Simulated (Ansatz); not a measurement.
```xyz
9

N    -1.6900    0.1992   -0.3123
Si   -0.1192    0.7761    0.0382
Cl    0.1322    1.4402    2.0173
In    1.6332   -1.0879   -0.1823
H    -2.4637    0.8412   -0.3939
H    -1.9945   -0.6931    0.0430
H     0.0538    2.0073   -0.7724
H     1.2060   -2.6978    0.2876
H     3.2423   -0.7852   -0.7253
```

Charge 0, multiplicity 1. In: def2 effective core potential.

List the r2SCAN/def2-TZVPP orbital energies in eV (Ansatz). (Estimate.)

Ansatz gave: Occupied: -2752.95, -1791.93, -385.23, -254.35, -192.87, -192.76, -192.75, -142.24, -125.58, -97.15, -97.08, -97.06, -82.33, -81.97, -81.96, -22.63, -20.99, -19.58, -19.39, -19.36, -19.31, -19.22, -13.65, -12.94, -10.90, -10.45, -9.50, -8.47, -7.91, -7.35, -6.94, -6.32. Lowest empty: -2.58, -0.55, -0.36, 0.79, 1.15, 1.36, 2.10, 2.21.
